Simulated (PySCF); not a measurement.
PySCF input for Ga(Cl)2(SH) (Cl2GaHS), SMILES [SH][Ga]([Cl])[Cl], PBE-D3(BJ)/def2-SVP. Coordinates come from a PBE-D3(BJ)/def2-SVP optimisation. The structure was generated by enumeration; whether it is a known compound was not checked. One conformer was computed; it need not be the lowest.

```python
import numpy as np
from pyscf import gto, scf, dft, df
from pyscf.hessian import thermo

mol = gto.M(
    atom='''
    Ga   -0.01421259    0.00631379    0.00000000
    Cl   -1.33729158    1.69707377    0.00000000
    Cl    2.10936450    0.36138781    0.00000000
    S    -0.81998556   -2.03850353    0.00000000
    H     0.43511967   -2.57351784    0.00000000
    ''',
    basis='def2-SVP',
    charge=0,
    spin=0,
    max_memory=1600,
    verbose=3,
)
mf = dft.RKS(mol, xc='pbe').density_fit(auxbasis='def2-universal-jkfit')
mf.disp = 'd3bj'
mf.grids.level = 3
mf.conv_tol = 1e-11
mf.max_cycle = 100
mf.kernel()

# [left out here: the lines that compute and print the analytic Hessian (its translational invariance restored by hand, since the grid's response is missing), thermochemistry and intensities]
```

Program output:

```
converged SCF energy = -3242.70202630377

WARN: DFTD3 does not support analytical Hessian, using finite difference


WARN: Mole.unit (angstrom) is changed to Bohr

Mode                                 0                   1                   2
Irrep
Freq [cm^-1]                      102.7801            119.8175            126.6104
Reduced mass [au]                  15.6510             34.2635             40.3860
Force const [Dyne/A]                0.0974              0.2898              0.3814
Char temp [K]                     147.8776            172.3906            182.1642
Normal mode                   x     y     z       x     y     z       x     y     z
       0  Ga                 0.05 -0.01  0.00    0.02  0.05 -0.00   -0.00  0.00  0.09
       1  Cl                -0.02 -0.07 -0.00   -0.09 -0.04  0.00    0.00  0.00 -0.06
       2  Cl                 0.03  0.06 -0.00    0.04 -0.10  0.00   -0.00 -0.00 -0.06
       3   S                -0.11  0.05 -0.00    0.02  0.05  0.00    0.00 -0.00 -0.06
       4   H                -0.17 -0.10 -0.00    0.03  0.05  0.00    0.00  0.00 -0.07
Mode                                 3                   4                   5
Irrep
Freq [cm^-1]                      263.2168            348.5924            439.7145
Reduced mass [au]                   1.0475             24.8231             23.6472
Force const [Dyne/A]                0.0428              1.7772              2.6938
Char temp [K]                     378.7103            501.5469            632.6513
Normal mode                   x     y     z       x     y     z       x     y     z
       0  Ga                 0.00 -0.00  0.00    0.00  0.00  0.00    0.07  0.03  0.00
       1  Cl                 0.00 -0.00  0.01   -0.06  0.07 -0.00   -0.01  0.02 -0.00
       2  Cl                -0.00  0.00 -0.01    0.09  0.02 -0.00   -0.10 -0.02 -0.00
       3   S                -0.00  0.00 -0.03   -0.04 -0.10 -0.00   -0.02 -0.07 -0.00
       4   H                 0.00  0.00  0.98   -0.04 -0.10  0.00   -0.05 -0.13  0.00
Mode                                 6                   7                   8
Irrep
Freq [cm^-1]                      446.7165            690.9649           2613.6386
Reduced mass [au]                  41.4488              1.0817              1.0382
Force const [Dyne/A]                4.8733              0.3043              4.1785
Char temp [K]                     642.7256            994.1446           3760.4440
Normal mode                   x     y     z       x     y     z       x     y     z
       0  Ga                 0.03 -0.07  0.00    0.01 -0.00  0.00    0.00 -0.00  0.00
       1  Cl                -0.06  0.08 -0.00   -0.00 -0.00 -0.00   -0.00  0.00 -0.00
       2  Cl                -0.02 -0.00 -0.00   -0.00  0.00 -0.00    0.00  0.00 -0.00
       3   S                 0.03  0.07 -0.00   -0.04 -0.02  0.00    0.03 -0.01  0.00
       4   H                 0.01  0.03 -0.00    0.36  0.89 -0.00   -0.90  0.39 -0.00
temperature 298.1500 [K]
pressure 101325.00 [Pa]
Rotational constants [GHz] 2.08291 2.04842 1.03276
Symmetry number 1
Zero-point energy (ZPE) 0.01174 [Eh]   30816.112 [J/mol]
                           tot       elec      trans        rot        vib
Entropy [J/mol/K]       352.744      0.000    173.066    119.997     59.682
Cv [J/mol/K]             78.181      0.000     12.472     12.472     53.237
Cp [J/mol/K]             86.495      0.000     20.786     12.472     53.237
Internal energy [J/mol]                      3718.434   3718.434  40263.583
Internal energy [Eh]   -3242.68386  -3242.70203
Enthalpy [J/mol]                             6197.391   3718.434  40263.583
Enthalpy [Eh]          -3242.68291
Gibbs free energy [J/mol]                  -45402.175 -32058.593  22469.424
Gibbs free energy [Eh] -3242.72297
mode   freq/cm-1   IR/(km/mol)
   1      102.78         4.501
   2      119.82         6.900
   3      126.61         6.739
   4      263.22        18.090
   5      348.59         0.574
   6      439.71        60.381
   7      446.72        68.483
   8      690.96         5.912
   9     2613.64         2.394
max |gradient| / (hartree/bohr): 7.021063209031503e-05
APT charges: [ 1.2895 -0.4874 -0.4978 -0.3712  0.067 ]
```

The calculation finished and met its thresholds.

Cost: very roughly 60 core-seconds.
